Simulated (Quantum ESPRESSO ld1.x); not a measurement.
Q: The mean radii <r> (bohr) of the occupied orbitals of an atom or ion are listed with their occupations. Method: scalar-relativistic Kohn-Sham, LDA (Slater exchange, VWN5 correlation), spin-unpolarised, spherical densities, point nucleus; computed with ld1.x of Quantum ESPRESSO 7.5.

| orbital | occ. | <r> |
|---|---|---|
| 1s | 2 | 0.02038 |
| 2s | 2 | 0.08651 |
| 2p | 6 | 0.07674 |
| 3s | 2 | 0.2256 |
| 3p | 6 | 0.2247 |
| 3d | 10 | 0.2039 |
| 4s | 2 | 0.5073 |
| 4p | 6 | 0.5375 |
| 4d | 10 | 0.5789 |
| 5s | 2 | 1.159 |
| 5p | 3 | 1.297 |
| 4f | 10 | 0.6993 |

Name the element and its charge.

A: Z = 68, erbium, charge +7: Er7+ in [Kr] 4d10 4f10 5s2 5p3. The 1s radius gives Z: for a bare nucleus <r> = (2 gamma + 1)/(2Z) with gamma = sqrt(1 - (Z/c)^2), 0.02012 bohr for Z = 68, and screening makes it slightly larger (0.02038 here). The occupations add up to 61, and the charge is Z minus that.
